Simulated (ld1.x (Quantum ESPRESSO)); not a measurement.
# Cu (Z = 29): TM semilocal pseudisation with PBE, scalar-relativistic reference atom.

```
Element                 : copper
Generator               : ld1.x (Quantum ESPRESSO) 7.5
Type                    : norm-conserving Troullier–Martins (semilocal form)
Functional              : PBE
Relativity              : scalar-relativistic
Frozen core             : [Ne]
Valence charge          : 19
Reference configuration : 3s2 3p6 3d9 4s0 4p0 (charge +2)
Partial waves           : 3s (bound): rc 1.78 bohr; 3p (bound): rc 1.05 bohr; 3d (bound): rc 1.20 bohr
Local potential         : the d channel
Core correction         : none
```

- Cutoffs needed: 180 Ry and 300 Ry (the cutoffs (Ry, on a coarse ladder) from which the occupation-weighted sum of valence levels, in a spherical-Bessel basis at the reference potential, stays within 10 and 1 mRy of its value at 400 Ry)
- Ghost test: no extra level below or beside the all-electron valence levels (s, p, d tested); the semilocal form is local in each channel, so this says nothing of the separable form that plane-wave codes build from it (spherical-Bessel basis up to 400 Ry, 20 bohr box)
- Largest excitation error: +3012 meV (all-electron minus pseudo) for 3s2 3p6 3d9 4s1 4p0, out of 7 test configurations
